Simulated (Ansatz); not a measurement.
`[SiH3]C1(S)CO1`. Total charge 0; spin multiplicity 1.

Z-matrix (Å, degrees):
```
Si
C 1 1.889
H 1 1.484 2 109.6
H 1 1.484 2 109.8 3 120.4
H 1 1.484 2 107.1 3 -119.7
S 2 1.785 1 113.4 3 -65.1
C 2 1.465 1 119.3 3 88.6
O 2 1.430 1 115.1 3 155.1
H 6 1.344 2 97.7 1 160.2
H 7 1.088 2 118.5 1 -152.5
H 7 1.089 2 120.5 1 -0.7
```

Q: List the harmonic frequencies (cm⁻¹, unscaled) at PBE0-D4/def2-TZVP in Ansatz. (Best estimate.)

A: The calculation gave: 93, 164, 179, 241, 294, 367, 479, 612, 648, 768, 832, 898, 918, 934, 943, 986, 1104, 1126, 1172, 1350, 1521, 2236, 2246, 2249, 2694, 3094, 3181.

Q: Is this a minimum?

A: Yes, all 27 modes are real.

Q: Give the ideal-gas thermochemistry at 298.15 K and 1 bar (rigid rotor, harmonic oscillator; point group C1, symmetry number 1).

A: Zero-point energy 187.4 kJ/mol; H(298) − E = 208.4 kJ/mol; entropy 345.7 J/(mol·K), of which translation 167.0, rotation 113.7, vibration 64.9; G(298) − E = 105.3 kJ/mol. Modes under 100 cm⁻¹ are hindered rotations or soft bends, so the harmonic entropy is rough.

Q: And at 400, 500, 600, 800 and 1000 K?

A: 
```tsv
T (K)	H − E (kJ/mol)	S (J/mol/K)	G − E (kJ/mol)
400	220.9	381.7	68.3
500	235.4	413.7	28.5
600	251.5	443.0	-14.4
800	287.5	494.7	-108.3
1000	327.3	539.1	-211.8
```
